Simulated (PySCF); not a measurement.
## Telling isomers of C$_{7}$H$_{9}$ClO apart by NMR

Theory: coordinates at the GFN2-xTB level, shieldings: GIAO PBE0/pcSseg-1, in PySCF 2.14 (one computed conformer, averaged over atoms made equivalent by symmetry, fast rotation or ring inversion, no relativistic terms, no solvent).

Referencing at the same level of theory: 1H (31.72 ppm), 13C (186.93 ppm) against TMS. Where no couplings were computed, multiplicities follow the n + 1 count of equivalent neighbours, and m marks all less simple cases (inequivalent or close neighbours, rings, F or P nearby). Shifts are as computed. Against solution values, carbons near 30 ppm lie about +3 ppm off and those near 130 ppm about +5 ppm; carbons on Cl a further +6 ppm. Of 1211 compounds with measured shifts, 218 miss one by over three times the rms of a fit or turn the order of signals round; such compounds aren't used in these exercises. Carbons bonded to Cl come out too deshielded.

(1) Tabulate the signals of `C=C[C@@H]1C[C@@]1(C)C(=O)Cl`, `CCCc1occc1Cl` and their relative energies.

(2) What is the quickest way to tell C=C[C@@H]1C[C@@]1(C)C(=O)Cl from CCCc1occc1Cl?

Answers

(1) 
```tsv
SMILES	carbon types	δC	δH	E rel. (kcal/mol)
C=C[C@@H]1C[C@@]1(C)C(=O)Cl	2×C 2×CH 2×CH2 1×CH3	188.2, 144.5, 127.3, 43.6, 35.4, 31.6, 20.4	5.78 (m, 1H), 5.66 (m, 1H), 5.65 (m, 1H), 2.24 (m, 1H), 1.85 (m, 1H), 1.53 (s, 3H), 0.90 (m, 1H)	11.6
CCCc1occc1Cl	2×C 2×CH 2×CH2 1×CH3	157.3, 144.4, 127.0, 119.3, 30.9, 26.6, 14.6	7.39 (m, 1H), 6.57 (m, 1H), 2.78 (t, 2H), 1.60 (m, 2H), 0.92 (t, 3H)	0.0
```

Energies are electronic energies at PBE0/pcSseg-1 on these geometries, without zero-point or thermal terms, each for the one conformer computed, which needn't be the lowest.

(2) Both give the same number of carbon signals, with the same numbers of each carbon type, so the positions decide. The first has a terminal =CH2 carbon at 127.3 ppm, the second an aromatic carbon bearing chlorine (C) at 127.0 ppm. Their most deshielded carbons lie at 188.2 and 157.3 ppm. In the proton spectra the most deshielded non-exchanging signals are 5.78 (m, 1H) and 7.39 (m, 1H).
